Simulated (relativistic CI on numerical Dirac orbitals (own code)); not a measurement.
## How well does a small relativistic CI reproduce In VII?

Computed by Dirac-Coulomb-Breit CI, orbitals from a KLI potential per configuration, model QED (radiative potential, 1s self-energy scaled to tabulated hydrogen-like ionisation energies), unscaled Slater integrals (own radial code, finite nucleus).

CI space (outside the closed core [Ar] 3d10): 4s²4p⁶4d⁷, 4s²4p⁶4d⁶5s, 4s²4p⁶4d⁶4f, 4s²4p⁵4d⁸, 4s²4p⁶4d⁶5p, 4s²4p⁶4d⁶5d, 4s²4p⁴4d⁹, 4s²4p⁶4d⁶6s, 4s4p⁶4d⁸, 4s²4p⁶4d⁵5s², 4s²4p⁶4d⁶6p, 4s²4p⁶4d⁶5f, 4s²4p⁶4d⁶6d, 4s²4p⁶4d⁶5g, 4s²4p⁶4d⁶6f, 4p⁶4d⁹. Levels of other configurations are missing.

```
Configuration  Term (tabulated)     J  Measured (cm⁻¹)  Computed  Error  Purity (%)
    4s²4p⁶4d⁷                4F   9/2              0.0         0      0          95
    4s²4p⁶4d⁷                4F   7/2           5736.0      5518   -218          99
    4s²4p⁶4d⁷                4F   3/2          10382.0     10130   -252          90
    4s²4p⁶4d⁷                4P   5/2          18509.0     20181   1672          92
    4s²4p⁶4d⁷                2G   9/2          20666.0     22913   2247          82
    4s²4p⁶4d⁷                4P   1/2          21571.0     23035   1464          76
    4s²4p⁶4d⁷                2G   7/2          26023.0     27912   1889          97
    4s²4p⁶4d⁷                2H  11/2          27662.0     31952   4290         100
    4s²4p⁶4d⁷                2D   5/2          30441.0     30767    326          89
    4s²4p⁶4d⁷                2H   9/2          33744.0     37458   3714          86
    4s²4p⁶4d⁷                2D   3/2          39221.0     40012    791          64
    4s²4p⁶4d⁷                2F   5/2          41865.0     47154   5289          96
    4s²4p⁶4d⁷                2F   7/2          45079.0     50171   5092          97
    4s²4p⁶4d⁷                2D   3/2          66339.0     70417   4078          99
  4s²4p⁶4d⁶5p               6F°   5/2         348264.0    347731   -533          64
  4s²4p⁶4d⁶5p               4F°   9/2         358496.0    358043   -453          63
  4s²4p⁶4d⁶5p               4D°   3/2         361026.0    360530   -496          71
  4s²4p⁶4d⁶5p               4D°   1/2         361620.0    361304   -316          80
  4s²4p⁶4d⁶5p               4F°   7/2         362040.0    362049      9          76
  4s²4p⁶4d⁶5p               4F°   3/2         365647.0    365854    207          81
  4s²4p⁶4d⁶5p               4G°  11/2         367434.0    368765   1331          67
  4s²4p⁶4d⁶5p               4P°   1/2         367570.0    368832   1262          90
  4s²4p⁶4d⁶5p               2K°  13/2         383076.0    385649   2573          77
```

Measured levels from measured levels as listed in Gamrath, thesis, University of Mons (2023); pairs were made by configuration, J and term (by order where the table uses no LS term), so strongly mixed levels may be paired wrongly.

Mean error by configuration (cm⁻¹): 4s²4p⁶4d⁷ 2337; 4s²4p⁶4d⁶5p 398. Over the excited levels the mean absolute error is 1750 cm⁻¹ (22 of the 69 excited levels that our extract of the source holds in range could be paired, and the others can miss by more), and the median relative error of those above 1,000 cm⁻¹ is 2.2 %. Some levels of the ground configuration have no partner.
